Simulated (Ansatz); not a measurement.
Program: Ansatz. Geometries: PBE0-D4/def2-TZVP. ΔE: electronic, gas phase. CCSD(T)/CBS adds triple-zeta CCSD(T) − MP2 to the extrapolated MP2 energy (def2 sets, frozen cores). This one scheme is used for every species. Functionals use def2-TZVPP. HSE06 is defined as in plane-wave codes. def2 core potentials past Kr. For Sn outer-core shells are correlated without core-valence functions, which leaves a few kJ/mol of doubt a bond. Each species was taken in one conformer, which may not be the lowest.

Consider the ligand exchange at the Sn–O bond: `[OH][Sn]([OH])([OH])[Cl]` + HCl → `[OH][Sn]([OH])([Cl])[Cl]` + H₂O.

```
         level  ΔE (eV)
        PBE-D4    -0.63
       PBE0-D4    -0.68
      HSE06-D4    -0.69
       ωB97M-V    -0.64
      PBE-QIDH    -0.66
         HSE06    -0.67
MP2/def2-TZVPP    -0.62
 HF/def2-QZVPP    -0.69
```

Q: What does CCSD(T)/CBS give? (An estimate is asked.)

A: The calculation gave: -0.64 eV. The listed levels differ from it by 0.01, -0.04, -0.05, 0.00, -0.02, -0.03, 0.02, -0.05 eV.

Largest T1 diagnostic among the species: 0.014.

In def2-TZVPP, CCSD(T) changes the Hartree–Fock value by +0.10 eV (the triples alone add +0.01 eV) and MP2 by +0.07 eV. From BLYP to BHLYP (50 % exact exchange), in def2-TZVPP and without D4, ΔE moves by −0.08 eV. Leaving LDA and LC-ωPBE aside and taking each functional with its dispersion term where it has one, the values, not all of them listed here, spread over 0.09 eV, from BHLYP-D4 to CAM-B3LYP-D4.
